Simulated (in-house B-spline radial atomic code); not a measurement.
Results of a calculation; reference values are marked as such.
# Work functions and surface energies across electron densities: Al, Sb, Ga, Sn, Pb, In, Tl, Cd, Mg, Au, K

The positive ions are smeared into a uniform slab; the electrons are solved self-consistently in the LDA (PW92) on a fine grid across the film. Stabilised jellium adds, inside the slab, the constant potential −n de/dn that makes the bulk stable at the metal's density. No lattice, so no dependence on crystal face. Atomic units unless named.

Thick-film averages; measured work functions from the table in Wikipedia's article on work functions.

| metal | r_s (bohr) | Φ jellium (eV) | Φ stabilised (eV) | Φ measured (eV) | σ jellium (J/m²) | σ stabilised (J/m²) |
| --- | --- | --- | --- | --- | --- | --- |
| Al | 2.07 | 3.77 | 4.26 | 4.06 to 4.26 | -0.608 | 0.922 |
| Sb | 2.14 | 3.75 | 4.21 | 4.55 to 4.70 | -0.409 | 0.865 |
| Ga | 2.19 | 3.73 | 4.17 | 4.32 | -0.294 | 0.825 |
| Sn | 2.22 | 3.72 | 4.15 | 4.42 | -0.235 | 0.802 |
| Pb | 2.31 | 3.68 | 4.08 | 4.25 | -0.091 | 0.736 |
| In | 2.41 | 3.64 | 4.00 | 4.09 | 0.022 | 0.668 |
| Tl | 2.49 | 3.60 | 3.93 | about 3.84 | 0.086 | 0.619 |
| Cd | 2.59 | 3.56 | 3.86 | 4.08 | 0.143 | 0.562 |
| Mg | 2.65 | 3.53 | 3.81 | 3.66 | 0.167 | 0.531 |
| Au | 3.01 | 3.35 | 3.54 | 5.10 to 5.47 | 0.225 | 0.381 |
| K | 4.9 | 2.57 | 2.51 | 2.29 | 0.103 | 0.092 |

(1) Where do the two models part, and which lies nearer to measurement?

## Answers

(1) They differ by +0.49 eV for Al and -0.06 eV for K; the stabilising potential vanishes near r_s = 4.2, where jellium is in equilibrium. Against the middle of the measured ranges the mean absolute misses are 0.61 eV (jellium) and 0.33 eV (stabilised). The largest miss of the stabilised model is -1.74 eV, for Au, a noble metal whose d shell the model lacks. Plain jellium has a negative surface energy for Al, Sb, Ga, Sn, Pb.
